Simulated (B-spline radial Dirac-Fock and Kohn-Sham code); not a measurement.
## The Ti-like isoelectronic sequence (22 electrons), Z = 46 to 57

Method: multi-electron Dirac-Fock with separately optimised hole states, Breit and Lamb-shift corrections added in first order. Computed with a radial B-spline solver. Binding energies in eV, tabulated ground configurations ([Ar] 3d4 throughout). Electron correlation is not included.

| ion | 1s | 2p1/2 | 3s | 3p1/2 | outermost level | NIST ionisation energy |
| --- | --- | --- | --- | --- | --- | --- |
| Pd²⁴⁺ | 25355.9 | 4320.7 | 1515.8 | 1407.0 | 1212.1 (3d) | 1218 ± 4 |
| Ag²⁵⁺ | 26584.7 | 4577.7 | 1617.9 | 1505.4 | 1301.4 (3d) | 1308 ± 4 |
| Cd²⁶⁺ | 27845.6 | 4842.8 | 1723.5 | 1607.3 | 1393.7 (3d) | 1401 ± 4 |
| In²⁷⁺ | 29138.9 | 5116.0 | 1832.5 | 1712.6 | 1489.1 (3d) | 1496 ± 4 |
| Sn²⁸⁺ | 30464.7 | 5397.6 | 1945.1 | 1821.4 | 1587.6 (3d) | 1596 ± 4 |
| Sb²⁹⁺ | 31823.4 | 5687.5 | 2061.1 | 1933.7 | 1689.1 (3d) | 1698 ± 4 |
| Te³⁰⁺ | 33215.1 | 5985.9 | 2180.8 | 2049.5 | 1793.7 (3d) | 1803 ± 4 |
| I³¹⁺ | 34640.4 | 6292.8 | 2304.0 | 2168.8 | 1901.3 (3d) | 1911 ± 4 |
| Xe³²⁺ | 36099.4 | 6608.3 | 2430.8 | 2291.7 | 2012.0 (3d) | 2023 ± 4 |
| Cs³³⁺ | 37592.5 | 6932.6 | 2561.2 | 2418.2 | 2125.8 (3d) | 2137 ± 5 |
| Ba³⁴⁺ | ? | ? | ? | ? | ? | ? |
| La³⁵⁺ | 40682.2 | 7607.6 | 2833.1 | 2682.2 | 2362.6 (3d) | 2377 ± 5 |

Q: Fill in the row of Ba³⁴⁺.

A: 1s 39119.9, 2p1/2 7265.6, 3s 2695.3, 3p1/2 2548.4, outermost 2242.7 (3d), NIST 2256 ± 5 eV.

NIST's values are for the lowest levels; a dash marks a value that is missing or belongs to another shell. Their kind here: theoretical. Where a p, d or f shell is open in either ion the computed value averages over both j values and all terms, while the table refers to the lowest levels; that difference holds spin-orbit splitting (largest in heavy or highly charged ions), term energies where several electrons share open shells, and correlation, and it can reach 10 % or more.
